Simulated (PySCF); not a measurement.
ClRb, charge +1, doublet, at a GFN2-xTB geometry (such geometries of metal compounds can be far from the true shape) (a state made from the parent by changing its charge; the spin is typed, not shown lowest) (core potentials on Rb); PySCF with DF-PBE/def2-TZVPP.

Input for PySCF:
```python
from pyscf import gto, scf, dft

mol = gto.Mole()
mol.atom = '''
    Rb   -0.000000   -0.000000   -1.025900
    Cl    0.000000    0.000000    2.232841
'''
mol.basis = 'def2-tzvpp'
mol.ecp = {'Rb': 'def2-tzvpp'}
mol.charge = 1
mol.spin = 1
mol.verbose = 4
mol.build()

mf = dft.UKS(mol)
mf.xc = 'pbe'
mf = mf.density_fit(auxbasis='def2-universal-jkfit')
mf.kernel()
mf.analyze()
```

Task: Predict the main parts of the log of this PySCF run.

Result: 
```
PySCF version 2.14.0

[INPUT] verbose = 4
[INPUT] num. atoms = 2
[INPUT] num. electrons = 25
[INPUT] charge = 1
[INPUT] spin (= nelec alpha-beta = 2S) = 1
[INPUT] symmetry False subgroup None
[INPUT] Mole.unit = angstrom
[INPUT] Symbol           X                Y                Z      unit          X                Y                Z       unit  Magmom
[INPUT]  1 Rb     0.000000000000   0.000000000000  -1.025900000000 AA    0.000000000000   0.000000000000  -1.938670031191 Bohr   0.0
[INPUT]  2 Cl     0.000000000000   0.000000000000   2.232841000000 AA    0.000000000000   0.000000000000   4.219457969700 Bohr   0.0

nuclear repulsion = 24.8452126974068
number of shells = 28
number of NR pGTOs = 113
number of NR cGTOs = 82
basis = def2-tzvpp
ecp = {'Rb': 'def2-tzvpp'}

******** <class 'pyscf.df.df_jk.DFUKS'> ********
method = DFUKS
initial guess = minao
damping factor = 0
level_shift factor = 0
DIIS = <class 'pyscf.scf.diis.CDIIS'>
diis_start_cycle = 1
diis_space = 8
diis_damp = 0
SCF conv_tol = 1e-09
SCF conv_tol_grad = None
SCF max_cycles = 50
direct_scf = False
number electrons alpha = 13  beta = 12
XC library pyscf.dft.libxc version 7.1.2
    S. Lehtola, C. Steigemann, M. J. T. Oliveira, and M. A. L. Marques,  SoftwareX 7, 1–5 (2018)
XC functionals = pbe
    J. P. Perdew, K. Burke, and M. Ernzerhof,  Phys. Rev. Lett. 77, 3865 (1996)
    J. P. Perdew, K. Burke, and M. Ernzerhof,  Phys. Rev. Lett. 78, 1396 (1997)
    J. P. Perdew, K. Burke, and M. Ernzerhof,  Phys. Rev. Lett. 77, 3865 (1996)
    J. P. Perdew, K. Burke, and M. Ernzerhof,  Phys. Rev. Lett. 78, 1396 (1997)
radial grids:
    Treutler-Ahlrichs [JCP 102, 346 (1995); DOI:10.1063/1.469408] (M4) radial grids

becke partition: Becke, JCP 88, 2547 (1988); DOI:10.1063/1.454033
pruning grids: <function nwchem_prune>
grids dens level: 3
symmetrized grids: False
atomic radii adjust function: <function treutler_atomic_radii_adjust>
small_rho_cutoff = 0
Set gradient conv threshold to 3.16228e-05
tot grids = 40792
init E= -481.384216440362

cycle= 1 E= -483.86113746795  delta_E= -2.48  |g|= 0.217  |ddm|= 1.64
cycle= 2 E= -483.88134998162  delta_E= -0.0202  |g|= 0.116  |ddm|= 0.565
cycle= 3 E= -483.888658237731  delta_E= -0.00731  |g|= 0.022  |ddm|= 0.186
cycle= 4 E= -483.888854310988  delta_E= -0.000196  |g|= 0.00672  |ddm|= 0.0188
cycle= 5 E= -483.888873788105  delta_E= -1.95e-05  |g|= 0.0005  |ddm|= 0.00608
cycle= 6 E= -483.888873901143  delta_E= -1.13e-07  |g|= 0.000117  |ddm|= 0.000636
cycle= 7 E= -483.888873907612  delta_E= -6.47e-09  |g|= 5.18e-05  |ddm|= 0.000171
cycle= 8 E= -483.888873908455  delta_E= -8.42e-10  |g|= 4.53e-06  |ddm|= 3.96e-05
Extra cycle  E= -483.888873908461  delta_E= -6.76e-12  |g|= 3.38e-06  |ddm|= 7.03e-06
converged SCF energy = -483.888873908461  <S^2> = 0.7530014  2S+1 = 2.0029991
**** SCF Summaries ****
Total Energy =                        -483.888873908461335
Nuclear Repulsion Energy =              24.845212697406762
One-electron Energy =                 -719.685811616310957
Two-electron Energy =                  210.951725010442885
Two-electron Coulomb Energy =          242.543845158489205
DFT Exchange-Correlation Energy =      -31.592120148046327
**** MO energy ****
                             alpha | beta                alpha | beta
MO #1   energy= -100.876667048379  | -100.870619989851  occ= 1 | 1
MO #2   energy= -9.38692788594821  | -9.38132044024752  occ= 1 | 1
MO #3   energy= -7.22022470473604  | -7.20369305214938  occ= 1 | 1
MO #4   energy= -7.19783671219505  | -7.1942780847402   occ= 1 | 1
MO #5   energy= -7.19709442309091  | -7.19355451501308  occ= 1 | 1
MO #6   energy= -1.38421611775641  | -1.38422895055901  occ= 1 | 1
MO #7   energy= -0.937102967338639 | -0.894667646344828 occ= 1 | 1
MO #8   energy= -0.785502047010861 | -0.785486396395984 occ= 1 | 1
MO #9   energy= -0.785121093164491 | -0.785135910280287 occ= 1 | 1
MO #10  energy= -0.784212786606211 | -0.783978179564653 occ= 1 | 1
MO #11  energy= -0.529514544848908 | -0.467680422737962 occ= 1 | 1
MO #12  energy= -0.482312919803603 | -0.459639863941279 occ= 1 | 1
MO #13  energy= -0.474414215428953 | -0.445274885566117 occ= 1 | 0
MO #14  energy= -0.209779316219276 | -0.208632938632391 occ= 0 | 0
MO #15  energy= -0.134184079427272 | -0.131188449961919 occ= 0 | 0
MO #16  energy= -0.1316407033088   | -0.130800179237832 occ= 0 | 0
MO #17  energy= -0.131421068352871 | -0.128326073179931 occ= 0 | 0
MO #18  energy= -0.101706128262192 | -0.0985457483314395 occ= 0 | 0
MO #19  energy= -0.0989778210079368 | -0.0978665245270024 occ= 0 | 0
MO #20  energy= -0.0980091765881552 | -0.0975352258173161 occ= 0 | 0
MO #21  energy= -0.0979784171562715 | -0.0973610889868132 occ= 0 | 0

spin_pop of  0 Rb 4s       -0.00000
spin_pop of  0 Rb 5s       -0.00142
spin_pop of  0 Rb 6s       -0.00013
spin_pop of  0 Rb 7s       -0.00002
spin_pop of  0 Rb 8s        0.00000
spin_pop of  0 Rb 9s        0.00000
spin_pop of  0 Rb 4px      -0.00019
spin_pop of  0 Rb 4py       0.00009
spin_pop of  0 Rb 4pz       0.00001
spin_pop of  0 Rb 5px      -0.00005
spin_pop of  0 Rb 5py       0.00003
spin_pop of  0 Rb 5pz       0.00000
spin_pop of  0 Rb 6px       0.00003
spin_pop of  0 Rb 6py      -0.00000
spin_pop of  0 Rb 6pz      -0.00004
spin_pop of  0 Rb 7px       0.00001
spin_pop of  0 Rb 7py      -0.00000
spin_pop of  0 Rb 7pz      -0.00001
spin_pop of  0 Rb 4dxy     -0.00000
spin_pop of  0 Rb 4dyz     -0.00006
spin_pop of  0 Rb 4dz^2     0.00003
spin_pop of  0 Rb 4dxz      0.00000
spin_pop of  0 Rb 4dx2-y2    0.00000
spin_pop of  0 Rb 5dxy      0.00000
spin_pop of  0 Rb 5dyz     -0.00009
spin_pop of  0 Rb 5dz^2     0.00000
spin_pop of  0 Rb 5dxz      0.00000
spin_pop of  0 Rb 5dx2-y2    0.00000
spin_pop of  0 Rb 6dxy     -0.00010
spin_pop of  0 Rb 6dyz     -0.00012
spin_pop of  0 Rb 6dz^2     0.00004
spin_pop of  0 Rb 6dxz      0.00000
spin_pop of  0 Rb 6dx2-y2    0.00000
spin_pop of  0 Rb 4f-3      0.00000
spin_pop of  0 Rb 4f-2      0.00000
spin_pop of  0 Rb 4f-1     -0.00000
spin_pop of  0 Rb 4f+0     -0.00000
spin_pop of  0 Rb 4f+1      0.00000
spin_pop of  0 Rb 4f+2      0.00000
spin_pop of  0 Rb 4f+3      0.00000
spin_pop of  1 Cl 1s       -0.00000
spin_pop of  1 Cl 2s       -0.00001
spin_pop of  1 Cl 3s       -0.00051
spin_pop of  1 Cl 4s        0.00012
spin_pop of  1 Cl 5s       -0.00000
spin_pop of  1 Cl 2px       0.00004
spin_pop of  1 Cl 2py       0.00001
spin_pop of  1 Cl 2pz      -0.00000
spin_pop of  1 Cl 3px       0.86271
spin_pop of  1 Cl 3py       0.13461
spin_pop of  1 Cl 3pz       0.00101
spin_pop of  1 Cl 4px       0.00149
spin_pop of  1 Cl 4py       0.00038
spin_pop of  1 Cl 4pz       0.00015
spin_pop of  1 Cl 5px       0.00001
spin_pop of  1 Cl 5py       0.00000
spin_pop of  1 Cl 5pz       0.00000
spin_pop of  1 Cl 6px       0.00001
spin_pop of  1 Cl 6py      -0.00001
spin_pop of  1 Cl 6pz      -0.00001
spin_pop of  1 Cl 3dxy      0.00047
spin_pop of  1 Cl 3dyz      0.00004
spin_pop of  1 Cl 3dz^2     0.00015
spin_pop of  1 Cl 3dxz      0.00023
spin_pop of  1 Cl 3dx2-y2    0.00053
spin_pop of  1 Cl 4dxy      0.00000
spin_pop of  1 Cl 4dyz      0.00000
spin_pop of  1 Cl 4dz^2     0.00000
spin_pop of  1 Cl 4dxz      0.00002
spin_pop of  1 Cl 4dx2-y2    0.00000
spin_pop of  1 Cl 5dxy      0.00000
spin_pop of  1 Cl 5dyz      0.00000
spin_pop of  1 Cl 5dz^2    -0.00000
spin_pop of  1 Cl 5dxz      0.00001
spin_pop of  1 Cl 5dx2-y2    0.00000
spin_pop of  1 Cl 4f-3      0.00016
spin_pop of  1 Cl 4f-2      0.00005
spin_pop of  1 Cl 4f-1      0.00001
spin_pop of  1 Cl 4f+0      0.00001
spin_pop of  1 Cl 4f+1      0.00006
spin_pop of  1 Cl 4f+2      0.00006
spin_pop of  1 Cl 4f+3      0.00017
In total            13.00000 | 12.00000

WARN: System has nonzero charge 1; the dipole moment is origin-dependent.
Location of origin: [0. 0. 0.]

Dipole moment(X, Y, Z, Debye): -0.00000,  0.00000, -3.92094
```
